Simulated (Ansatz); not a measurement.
Reading a saddle point

A first-order saddle point of Si$_{2}$H$_{6}$SO, closed shell, PBE0-D4/def2-TZVP, with one imaginary mode of 529i cm⁻¹:

Si1  (-0.126, 0.841, 0.031)
S2  (1.066, -0.131, -1.884)
O3  (-1.186, 1.393, -0.961)
H4  (-0.151, 0.588, -2.075)
H5  (0.955, 1.710, 0.592)
Si6  (-0.528, -1.041, 1.375)
H7  (1.813, 0.973, -2.063)
H8  (0.750, -1.529, 1.962)
H9  (-1.130, -2.118, 0.545)
H10  (-1.462, -0.687, 2.477)
(Å)

Ansatz 0.2.0; basis: def2-TZVPP and def2-QZVPP; cores frozen in the correlated methods. Extrapolation: Hartree–Fock as exp(−7.88 √X), correlation as X^−2.97.

(1) Which contacts change along the imaginary mode, and what lies on either side? (Judge from chemistry; the calculation decides.)

(2) Which side is lower, and how far does the saddle lie above each? (To be estimated.)

No T1 diagnostic of these runs exceeds 0.018.

Results:

(1) Computed: The step is Si₂H₆SO ([OH][SiH]([SiH3])[SH]) → Si₂H₄O ([O][SiH][SiH3]) + H₂S (still joined by a long Si–S bond), with the molecules in contact on both sides. Shortening one way: S2–H4; lengthening the same way: Si1–S2, O3–H4.
```
  pair  one side (Å)  saddle (Å)  other side (Å)
 S2–H4          3.33        1.43            1.35
Si1–S2          2.14        2.46            2.55
 O3–H4          0.96        1.72            3.08
```

(2) The calculation gives: The side with Si1–S2, O3–H4 short is lower by 2.132 eV; the saddle lies 2.300 eV above it and 0.169 eV above the other (CCSD(T) at an estimated basis limit (MP2 extrapolated from triple and quadruple zeta, plus CCSD(T) − MP2 in triple zeta); electronic energies).

Labels in which every atom is bracketed show which atoms are joined, not bond orders.

For scale, one of the runs: CCSD(T)/def2-TZVPP, 241 basis functions, launched by `ansatz run in.yaml --threads 4 --pin off --events-out ev --progress --plain --max-ram 9574MiB`. Hardware: 4 CPU threads of an Arm Neoverse V2, shared host. Wall time 64 s; peak host memory 4.2 GiB.
